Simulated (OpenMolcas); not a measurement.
# Co²⁺: effect of the active space

| Quantity | Value |
| --- | --- |
| Program | OpenMolcas 26.06 |
| Method | CASSCF or its RAS form |
| Basis | ANO-RCC-VTZP |
| Scalar Hamiltonian | DKH2, point nucleus |
| Spin-orbit coupling | state interaction with AMFI integrals over the reference wave functions, term energies averaged over their components |

A. 7 electrons in 5 orbitals (3d); 2S+1 = 4 even, 10 roots; 2S+1 = 2 even, 40 roots; cost of the order of 9 core-seconds
B. 7 electrons in 6 orbitals (3d 4s); 2S+1 = 6 even, 5 roots; 2S+1 = 4 even, 60 roots (50 in the spin-orbit step); 2S+1 = 2 even, 110 roots; cost roughly 2.1 core-minutes
C. 13 electrons in 8 orbitals (RAS1 3p, at most 2 holes; RAS2 3d); 2S+1 = 4 even, 10 roots; 2S+1 = 2 even, 40 roots; cost roughly 26 core-seconds
D. 7 electrons in 9 orbitals (RAS2 3d 4s; RAS3 4p, at most 2 electrons); 2S+1 = 4 even, 60 roots; 2S+1 = 6 even, 5 roots kept (CI in the orbitals of an earlier block); 2S+1 = 2 even, 87 roots kept (CI in the orbitals of an earlier block); 2S+1 = 4 odd, 78 roots (49 in the spin-orbit step); 2S+1 = 6 odd, 15 roots kept (CI in the orbitals of an earlier block); 2S+1 = 2 odd, 27 roots kept (CI in the orbitals of an earlier block, 0 in the spin-orbit step); cost about 4 core-minutes

Energies in cm-1 above 3d7 4F 9/2, the measured ground level; measured values from Sugar and Corliss, J. Phys. Chem. Ref. Data 10, 1097 (1981).

```tsv
Level	A	B	C	D	Measured
3d7 4F 9/2	0.0	0.0	0.0	0.0	0.0
3d7 4F 7/2	853	947	857	933	841
3d7 4F 5/2	1482	1631	1485	1622	1451
3d7 4F 3/2	1915	2094	1916	2094	1867
3d7 2G 9/2	19015	13204	18821	20217	16978
3d7 4P 5/2	19076	20189	17357	20154	
3d7 4P 3/2 [71 %]	19369	21263	17613	20457	
3d7 4P 1/2 [71 %]	19765	21590	18031	20894	
3d7 2G 7/2	19825	14057	19612	21111	17766
3d7 2P 3/2 [71 %]	25149	18856	22423	26559	
3d7 2H 11/2	25283	19752	26388	27010	22720
3d7 2P 1/2 [71 %]	25996	19968	23327	27502	
3d7 2H 9/2	25998	20521	27085	27801	23434
3d7 2F 5/2	43769	39132	42125	46564	37021
3d7 2F 7/2	44124	39513	42482	46926	37316
```

Deviations, from unrounded energies. A percentage is the sum of absolute deviations over the sum of measured energies, with the sign that they share, or ± where signs differ.

| Against measurement | Levels | A | B | C | D |
| --- | --- | --- | --- | --- | --- |
| mean absolute deviation (cm-1) | 9 | 2500 | 2000 | 2400 | 3900 |
| fine structure of the ground term (%) | 3 | +2.2 | +12.3 | +2.4 | +11.8 |
| other terms of the ground configuration (%) | 6 | +14.7 | ±11.4 | +13.7 | +22.2 |

B lies closest to measurement on these levels and D furthest from it. The largest miss of B in the table is 3d7 2G 9/2, by -3800 cm-1. The ranking rests on the paired levels alone, and a cruder setting can come out closer through cancelling errors.

The spin-orbit steps hold different terms of 3d7 (D lacks a 2D), which shifts levels as well.

Among A to D the level of the table that moves most is 3d7 2P 3/2 [71 %], by 7700 cm-1 (lowest in B, highest in D).

Without dynamic correlation excited terms often stand tens of per cent too high (terms of higher spin than the ground term too low), and those without a measured partner can miss by more than the paired ones. Some high roots are left out of the spin-orbit mixing, which shifts the levels that they would mix with (holds for B; D). Active for correlation alone: 3p; no level in the range computed is led by a configuration that opens it, so any true level of that kind is missing (holds for C). Terms from blocks run as CI alone lack orbitals of their own (holds for D). Computed and measured levels are paired by configuration, term and J; levels that our copy of the source lacks, or whose pairing is in doubt (as where it misses far off the trend of its configuration), stay unpaired and out of the deviations. Levels of configurations outside the active space are missing. Levels that lie high or do not pair safely by name in every column are left out.

A share in square brackets marks a mixed level and gives the weight of the term that names it, the lowest over the columns.
